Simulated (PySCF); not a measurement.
## Vibration and rotation of AlSn⁻

UHF-CCSD(T) constants of AlSn⁻, ³Σ⁻ (triplet), unpaired electrons π ↑↑ (PySCF, scalar-relativistic core potentials, basis sets Al def2-SVPD, Sn def2-SVPD with ECP28; masses 26.9815 and 119.9022 u):

* ωe: 276.0 cm⁻¹
* ωexe: 1.01 cm⁻¹
* Be: 0.10583 cm⁻¹
* αe: 0.000520 cm⁻¹
* D (centrifugal): 6.23e-08 cm⁻¹
* De to Al + Sn⁻: 1.87 eV

Give the vibrational terms G(v) and spacings up to v = 6.

G(v) = ωe(v+½) − ωexe(v+½)².

```csv
v,G(v) (cm⁻¹),G(v) − G(v−1),Bv (cm⁻¹)
0,137.7,,0.1056
1,411.7,274.0,0.1050
2,683.7,272.0,0.1045
3,953.6,269.9,0.1040
4,1221.5,267.9,0.1035
5,1487.4,265.9,0.1030
6,1751.3,263.9,0.1024
```

How well does the Morse estimate ωe²/(4ωexe) reproduce De, and what is D0?

It gives 2.34 eV, 125 % of the computed De. D0 = De − G(0) = 1.87 − 0.02 = 1.85 eV.

Correlated steps freeze 9 core orbitals. Correlated levels converge slowly with the basis: in double zeta they bind strong bonds too weakly, by up to about 1 eV, and carry superposition errors of some tenths. These are scalar-relativistic numbers at best; spin–orbit coupling would shift them, the dissociation energy most. For an ion De counts to the pair picked by the measured ionisation energies or electron affinities, which need not be the lowest pair at this level. The state is the lowest determinant that a PBE0 search found; another state may lie lower at other levels.
